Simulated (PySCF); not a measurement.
Compound: C7H13P.
SMILES with atom numbers: `[CH3:1][CH:2]([CH3:3])[P:4]1[CH2:5][CH:6]=[CH:7][CH2:8]1` (hydrogens: H9, H10, H11 on C1; H12 on C2; H13, H14, H15 on C3; H16, H17 on C5; H18 on C6; H19 on C7; H20, H21 on C8)

The same species was optimised twice, with GFN2-xTB and with PBE0-D3(BJ)/def2-SVP (PySCF), and the same property calculations (PySCF, gas phase) were run on both structures.

| coordinate | GFN2-xTB | PBE0-D3(BJ)/def2-SVP | change |
| --- | --- | --- | --- |
| C6=C7 (Å) | 1.320 | 1.337 | +0.017 |
| P4–C5 (Å) | 1.873 | 1.878 | +0.005 |
| C2–P4 (Å) | 1.885 | 1.880 | -0.005 |
| P4–C8 (Å) | 1.873 | 1.878 | +0.005 |
| C7–C8 (Å) | 1.496 | 1.500 | +0.004 |
| C5–C6 (Å) | 1.496 | 1.500 | +0.004 |
| C2–C3 (Å) | 1.526 | 1.525 | -0.001 |
| C1–C2 (Å) | 1.526 | 1.525 | -0.001 |
| C1–C2–C3 (°) | 109.2 | 110.5 | +1.3 |
| C5–P4–C8 (°) | 90.1 | 91.1 | +1.0 |
| C2–P4–C8 (°) | 98.5 | 99.1 | +0.6 |
| C2–P4–C5 (°) | 98.5 | 99.1 | +0.6 |
| C6–C7–C8 (°) | 116.4 | 116.7 | +0.3 |
| C1–C2–P4 (°) | 109.7 | 110.0 | +0.3 |
| C5–C6–C7 (°) | 116.4 | 116.6 | +0.2 |
| C3–C2–P4 (°) | 109.7 | 109.9 | +0.2 |
| C1–C2–P4–C5 (°) | -74 | -73 | +1 |

Rotational constants: A = 2755, B = 1339, C = 1143 MHz (GFN2-xTB) against A = 2757, B = 1325, C = 1119 MHz (PBE0-D3(BJ)/def2-SVP). Point groups within 0.08 Å: Cs and Cs.

On the GFN2-xTB structure: HOMO (eV) -6.57 [PBE0/pcSseg-1]; LUMO (eV) 0.43 [PBE0/pcSseg-1]; dipole (D) 1.24 [PBE0/pcSseg-1]; GIAO shielding of C1/C3 (mean) (ppm) 165.5 [PBE0/pcSseg-1]; GIAO shielding of C2 (ppm) 158.1 [PBE0/pcSseg-1]; GIAO shielding of P4 (ppm) 337.1 [PBE0/pcSseg-1]; GIAO shielding of C5/C8 (mean) (ppm) 150.6 [PBE0/pcSseg-1]; GIAO shielding of C6/C7 (mean) (ppm) 49.8 [PBE0/pcSseg-1].

Task: What do these properties become on the PBE0-D3(BJ)/def2-SVP structure?

Result: 
```tsv
property	level	on GFN2-xTB	on PBE0-D3(BJ)/def2-SVP	change
HOMO (eV)	PBE0/pcSseg-1	-6.57	-6.50	+0.07
LUMO (eV)	PBE0/pcSseg-1	0.43	0.39	-0.04
dipole (D)	PBE0/pcSseg-1	1.24	1.25	+0.01
energy, GFN2-xTB geometry as zero (kcal/mol)	PBE0/pcSseg-1	0.0	-0.7	-0.7
GIAO shielding of C1/C3 (mean) (ppm)	PBE0/pcSseg-1	165.5	163.8	-1.7
GIAO shielding of C2 (ppm)	PBE0/pcSseg-1	158.1	157.1	-1.0
GIAO shielding of P4 (ppm)	PBE0/pcSseg-1	337.1	337.7	+0.6
GIAO shielding of C5/C8 (mean) (ppm)	PBE0/pcSseg-1	150.6	149.4	-1.2
GIAO shielding of C6/C7 (mean) (ppm)	PBE0/pcSseg-1	49.8	45.8	-4.0
```

The heavy atoms differ by 0.032 Å rms after alignment. Among bonds between heavy atoms C6=C7 changes most (+0.017 Å). Changes are differences of the printed values. Neither structure is proved a minimum here.
